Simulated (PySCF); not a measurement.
**Relaxation of quartet TcOCl₂**

All numbers come from UPBE in PySCF with Tc def2-SVP with ECP28, O def2-SVP, Cl def2-SVP; scalar-relativistic core potentials, no spin–orbit coupling; density-fitted integrals. A (50,194) grid was used.

A hand-made T-shaped (ligand arrangement 1) start, of Cs symmetry, held to at least that symmetry:

Coordinates in bohr (charge 0 multiplicity 4):
```
Tc   -0.5218    0.0000   -0.8500
O    -3.8645    0.0000   -0.7332
Cl   -0.5218    0.0000    3.4397
Cl    3.7653    0.0000   -0.7003
```

Optimiser trace:
```
step  E − E(last) (kJ/mol)  largest gradient (Eh/bohr)
   0                157.09                     0.05827
   1                129.32                     0.02218
   2                 96.51                     0.03295
   3                 65.36                     0.03972
   4                 37.52                     0.03617
   5                 10.67                     0.01642
   6                  2.81                     0.01265
   7                  1.24                     0.00814
   8                  0.79                     0.00638
   9                  0.35                     0.00438
  10                  0.06                     0.00241
  11                  0.01                     0.00083
  12                  0.00                     0.00012
```

It ends at C2v with Tc–Cl 2.257 Å (×2), Tc–O 1.690 Å; Cl–Tc–Cl 129.3°, Cl–Tc–O 115.4° (×2) (after a last refinement on a finer grid). The frequency run here used a shortcut that can spoil soft modes, so no verdict on minimum or saddle point is given. Other isomers or separated fragments may lie lower.

Final geometry:
```xyz
4
charge 0 multiplicity 4, angstrom
Tc   -0.1817    0.0000   -0.1229
O    -1.5810    0.0000   -1.0698
Cl   -0.5243    0.0000    2.1078
Cl    1.7616    0.0000   -1.2706
```

With open d or f shells other occupations or spin states may lie lower. At this level a doublet minimum of C2v symmetry lies 21 kJ/mol below this structure.

The relaxation took roughly 60 core-seconds on a shared host.
